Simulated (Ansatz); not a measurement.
The cluster Mg4O7H6⁺. The state is a doublet with charge 1. Geometry PBE0-D4/def2-SVP, that of the neutral singlet; atoms count from 1.

Cartesian coordinates in Å:
```
Mg -0.846 1.203 -1.611
Mg -0.813 -2.964 2.314
Mg -0.586 -0.758 0.376
Mg 1.720 2.028 -0.918
O 0.777 0.200 -0.883
O 0.186 1.172 0.150
O -1.988 -0.155 -0.985
O -0.234 -2.691 0.482
O 3.320 2.853 -0.774
O 0.294 2.569 -2.246
O -1.181 -1.061 2.225
H 0.171 -3.267 -0.167
H 0.349 3.280 -2.883
H -1.476 -0.423 2.875
H -0.962 -4.251 3.434
H -2.852 -0.537 -1.131
H 4.121 2.799 -0.258
```

The structure holds one bond between oxygen atoms, so isomers without such links may lie far lower. The structure comes from a short search, and lower isomers may exist.

Problem. Estimate the Mulliken populations from the PBE0/def2-TZVP orbitals of Ansatz.

Solution. 
```tsv
atom	charge (e)	spin (α − β)
Mg1	1.19	-0.01
Mg2	0.84	0.07
Mg3	1.33	0.00
Mg4	1.05	-0.02
O5	-0.53	0.07
O6	-0.53	0.07
O7	-0.85	0.01
O8	-0.89	0.01
O9	-0.61	0.41
O10	-0.85	0.01
O11	-0.89	0.02
H12	0.35	0.00
H13	0.35	0.00
H14	0.35	0.00
H15	-0.02	0.37
H16	0.34	0.00
H17	0.35	-0.01
```
Mulliken values depend strongly on the basis.

Problem. Where does the spin sit?

Solution. Summed by element: Mg 0.04, O 0.60, H 0.36, of 1 unpaired in all. Largest on single atoms: O9 0.41, H15 0.37, Mg2 0.07.

Problem. And the Mayer bond orders between heavy atoms (over 0.3)?

Solution. Mg1–O7 0.59 (1.88 Å); Mg1–O10 0.48 (1.89 Å); Mg2–O8 0.54 (1.94 Å); Mg2–O11 0.54 (1.94 Å); Mg4–O5 0.31 (2.06 Å); Mg4–O6 0.31 (2.06 Å); Mg4–O9 0.63 (1.81 Å); Mg4–O10 0.38 (2.02 Å); O5–O6 0.77 (1.54 Å).
